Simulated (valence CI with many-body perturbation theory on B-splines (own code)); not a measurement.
**E1 transitions of Fe XX**

Computed by configuration interaction combined with many-body perturbation theory (CI+MBPT): five valence electrons over a frozen Dirac-Fock core [He], radial functions for each j: 9 s, 9 p, 8 d, 6 f, 3 g, 1 h, with the one-electron correlation potential Σ1, the two-electron term Σ2, the three-electron term Σ3, Breit, model QED; selected CI, second order for the rest (own B-spline code, finite nucleus).

No measured levels were compared; by estimate levels of excited configurations hold to 0.05 to 0.15 % of their energy, terms of the ground configuration to about 0.5 %. Among the levels kept, up to 2100 cm⁻¹ of a level comes from second order outside the variational space, and about a tenth of that is noise between levels of different J, which matters for small intervals.

Lines 201 to 250 of 276 in falling wavelength, among levels below 8021.9 × 10³ cm⁻¹, chosen from the strongest by gf and those to the six lowest levels. Wavelengths and rates use the calculated energies, so an error of 700 cm⁻¹ moves a line at 1.326 nm by 0.0093 % and its rate by three times that or more. Electric multipoles are in the length gauge, E1 and E2 with the static RPA response of the core. Weak lines are less certain than strong ones. Lines between different terms over intervals too small for the method are left out, as are lines whose strength nearly cancels. Where a level lies close to another of its J and parity, the split of strength between their lines is uncertain. The highest levels of a list are the least certain.

Names give the largest LS component (configuration and term), which can be under half, so a name can repeat, a term be missing and a line seem to break the LS rules; names also repeat where a configuration has a term twice. Letters in brackets count levels of one name in rising energy.

| λ vac (nm) | Upper | Lower | A (s⁻¹) | S (a.u.) with core polarisation | S without |
| --- | --- | --- | --- | --- | --- |
| 1.326 | 2s2p³3p ⁶P_5/2 | 2s²2p³ ²P°_3/2 | 8.30e+09 | 5.73e-05 | 5.73e-05 |
| 1.325 | 2s²2p²3d ⁴F_5/2 [b] | 2s²2p³ ²D°_5/2 | 3.72e+10 | 2.57e-04 | 2.57e-04 |
| 1.325 | 2s²2p²3d ⁴P_1/2 | 2s²2p³ ²P°_1/2 | 2.59e+12 | 5.96e-03 | 5.97e-03 |
| 1.321 | 2s²2p²3d ⁴D_3/2 | 2s²2p³ ²D°_5/2 | 1.55e+11 | 7.03e-04 | 7.05e-04 |
| 1.320 | 2s²2p²3d ²P_3/2 [a] | 2s²2p³ ²D°_3/2 | 5.17e+11 | 2.35e-03 | 2.35e-03 |
| 1.320 | 2s²2p²3d ²F_5/2 | 2s²2p³ ²D°_5/2 | 5.78e+11 | 3.94e-03 | 3.95e-03 |
| 1.319 | 2s²2p²3d ²D_3/2 [a] | 2s²2p³ ²P°_1/2 | 9.75e+12 | 4.42e-02 | 4.42e-02 |
| 1.319 | 2s²2p²3d ⁴D_1/2 | 2s²2p³ ²D°_3/2 | 2.67e+11 | 6.05e-04 | 6.06e-04 |
| 1.319 | 2s²2p²3d ⁴F_5/2 [b] | 2s²2p³ ²D°_3/2 | 2.16e+11 | 1.47e-03 | 1.47e-03 |
| 1.318 | 2s²2p²3d ²D_3/2 [b] | 2s²2p³ ²P°_3/2 | 4.01e+11 | 1.81e-03 | 1.81e-03 |
| 1.317 | 2s²2p²3d ²D_5/2 [b] | 2s²2p³ ²P°_3/2 | 9.51e+11 | 6.44e-03 | 6.45e-03 |
| 1.316 | 2s2p³3p ⁶P_3/2 | 2s²2p³ ²P°_1/2 | 1.31e+10 | 5.88e-05 | 5.89e-05 |
| 1.315 | 2s²2p²3d ⁴D_3/2 | 2s²2p³ ²D°_3/2 | 4.12e+12 | 1.85e-02 | 1.85e-02 |
| 1.314 | 2s²2p²3d ⁴P_5/2 | 2s²2p³ ²D°_5/2 | 2.20e+12 | 1.48e-02 | 1.48e-02 |
| 1.314 | 2s²2p²3d ²F_5/2 | 2s²2p³ ²D°_3/2 | 2.85e+12 | 1.91e-02 | 1.92e-02 |
| 1.312 | 2s²2p²3d ⁴P_3/2 | 2s²2p³ ²D°_5/2 | 8.77e+11 | 3.91e-03 | 3.92e-03 |
| 1.312 | 2s2p³3p ⁴P_3/2 | 2s²2p³ ²P°_3/2 | 1.75e+10 | 7.80e-05 | 7.78e-05 |
| 1.312 | 2s2p³3p ⁴P_5/2 | 2s²2p³ ²P°_3/2 | 2.12e+11 | 1.41e-03 | 1.42e-03 |
| 1.309 | 2s²2p²3d ⁴F_3/2 | 2s²2p³ ⁴S°_3/2 | 7.85e+11 | 3.48e-03 | 3.48e-03 |
| 1.309 | 2s²2p²3d ²F_7/2 [a] | 2s²2p³ ²D°_5/2 | 7.52e+12 | 6.66e-02 | 6.67e-02 |
| 1.309 | 2s²2p²3d ²S_1/2 | 2s²2p³ ²P°_3/2 | 8.66e+12 | 1.92e-02 | 1.92e-02 |
| 1.308 | 2s²2p²3d ²D_5/2 [c] | 2s²2p³ ²P°_3/2 | 1.62e+13 | 1.08e-01 | 1.08e-01 |
| 1.308 | 2s²2p²3d ²P_3/2 [b] | 2s²2p³ ²P°_3/2 | 1.47e+13 | 6.48e-02 | 6.49e-02 |
| 1.308 | 2s²2p²3d ⁴P_5/2 | 2s²2p³ ²D°_3/2 | 2.99e+10 | 1.98e-04 | 1.98e-04 |
| 1.307 | 2s²2p²3d ²D_3/2 [b] | 2s²2p³ ²P°_1/2 | 2.63e+12 | 1.16e-02 | 1.16e-02 |
| 1.306 | 2s²2p²3d ⁴P_3/2 | 2s²2p³ ²D°_3/2 | 1.10e+10 | 4.84e-05 | 4.85e-05 |
| 1.305 | 2s²2p²3d ⁴F_5/2 [a] | 2s²2p³ ⁴S°_3/2 | 2.84e+12 | 1.87e-02 | 1.87e-02 |
| 1.305 | 2s²2p²3d ²D_3/2 [a] | 2s²2p³ ²D°_5/2 | 1.03e+12 | 4.53e-03 | 4.54e-03 |
| 1.305 | 2s²2p²3d ²D_5/2 [a] | 2s²2p³ ²D°_5/2 | 4.77e+12 | 3.14e-02 | 3.14e-02 |
| 1.304 | 2s²2p²3d ⁴P_1/2 | 2s²2p³ ²D°_3/2 | 4.35e+10 | 9.52e-05 | 9.53e-05 |
| 1.304 | 2s²2p²3d ²P_1/2 [b] | 2s²2p³ ²P°_1/2 | 6.59e+12 | 1.44e-02 | 1.44e-02 |
| 1.302 | 2s2p³3p ⁶P_3/2 | 2s²2p³ ²D°_5/2 | 5.58e+09 | 2.43e-05 | 2.43e-05 |
| 1.300 | 2s2p³3p ⁴P_1/2 | 2s²2p³ ²P°_1/2 | 1.10e+10 | 2.39e-05 | 2.39e-05 |
| 1.298 | 2s²2p²3d ²D_5/2 [a] | 2s²2p³ ²D°_3/2 | 1.68e+13 | 1.09e-01 | 1.09e-01 |
| 1.298 | 2s²2p²3d ²S_1/2 | 2s²2p³ ²P°_1/2 | 1.00e+12 | 2.16e-03 | 2.16e-03 |
| 1.298 | 2s²2p²3d ²G_7/2 | 2s²2p³ ²D°_5/2 | 2.44e+12 | 2.11e-02 | 2.11e-02 |
| 1.297 | 2s²2p²3d ²P_3/2 [b] | 2s²2p³ ²P°_1/2 | 1.44e+12 | 6.23e-03 | 6.24e-03 |
| 1.297 | 2s2p³3p ⁶P_7/2 | 2s²2p³ ²D°_5/2 | 1.65e+11 | 1.42e-03 | 1.42e-03 |
| 1.297 | 2s²2p²3d ²P_3/2 [a] | 2s²2p³ ⁴S°_3/2 | 2.09e+12 | 9.00e-03 | 9.01e-03 |
| 1.295 | 2s²2p²3d ⁴D_1/2 | 2s²2p³ ⁴S°_3/2 | 6.78e+11 | 1.45e-03 | 1.46e-03 |
| 1.295 | 2s²2p²3d ⁴F_5/2 [b] | 2s²2p³ ⁴S°_3/2 | 3.09e+12 | 1.99e-02 | 1.99e-02 |
| 1.295 | 2s2p³3p ⁶P_3/2 | 2s²2p³ ²D°_3/2 | 1.48e+10 | 6.33e-05 | 6.33e-05 |
| 1.294 | 2s2p³3p ⁶P_5/2 | 2s²2p³ ²D°_3/2 | 1.72e+11 | 1.10e-03 | 1.10e-03 |
| 1.293 | 2s²2p²3d ²D_3/2 [b] | 2s²2p³ ²D°_5/2 | 2.80e+12 | 1.20e-02 | 1.20e-02 |
| 1.292 | 2s²2p²3d ²D_5/2 [b] | 2s²2p³ ²D°_5/2 | 1.06e+13 | 6.78e-02 | 6.79e-02 |
| 1.291 | 2s²2p²3d ⁴D_3/2 | 2s²2p³ ⁴S°_3/2 | 6.76e+11 | 2.87e-03 | 2.88e-03 |
| 1.290 | 2s²2p²3d ²F_5/2 | 2s²2p³ ⁴S°_3/2 | 5.20e+12 | 3.31e-02 | 3.31e-02 |
| 1.289 | 2s²2p²3d ²F_7/2 [b] | 2s²2p³ ²D°_5/2 | 2.50e+13 | 2.12e-01 | 2.12e-01 |
| 1.287 | 2s2p³3p ⁴P_5/2 | 2s²2p³ ²D°_5/2 | 4.53e+09 | 2.86e-05 | 2.86e-05 |
| 1.286 | 2s²2p²3d ²D_3/2 [b] | 2s²2p³ ²D°_3/2 | 1.14e+13 | 4.78e-02 | 4.78e-02 |
